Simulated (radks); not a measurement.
Problem. Dipole-allowed excitations along the series with 12 electrons in [Ne] 3s2. Method: scalar-relativistic Kohn-Sham, exchange-only LDA, spin-unpolarised, spherical densities, finite nucleus; Fermi nuclear charge, rms radius of each element as measured or else 0.836 A^(1/3) + 0.57 fm; computed with a radial shooting solver on a logarithmic mesh with Libxc functionals. Time-dependent linear response with the Hartree and adiabatic exchange-only LDA kernel, continuum included through the Sternheimer equations, no spin-orbit coupling, so fine structure and intercombination lines are absent. Lines are the poles of the dipole polarisability below minus the highest occupied eigenvalue, found on a grid refined at the orbital gaps; the lowest seven at most are given, and weak or close lines can be missed. The first line takes the name of the lowest orbital gap if no other gap lies below it; otherwise a line is named after a gap within 0.6 % of it, if that gap stands alone.

species  -e(HOMO) (eV)  lowest orbital gap (eV)  first line (eV)      f  static alpha (bohr^3)
Ti10+           252.01             3s-3p 25.591   32.433 (3s-3p)  0.911                 0.6738
Cr12+           339.48             3s-3p 30.241   38.091 (3s-3p)  0.828                 0.4439
Mn13+           387.91             3s-3p 32.633   40.986 (3s-3p)  0.794                 0.3672
Fe14+           439.47             3s-3p 35.079   43.937 (3s-3p)  0.763                 0.3070
Co15+           494.17             3s-3p 37.583   46.946 (3s-3p)  0.736                 0.2590

Estimate the first line of V11+, its oscillator strength and the static polarisability.

Solution. 35.241 eV (3s-3p), f = 0.867, alpha = 0.5431 bohr^3.
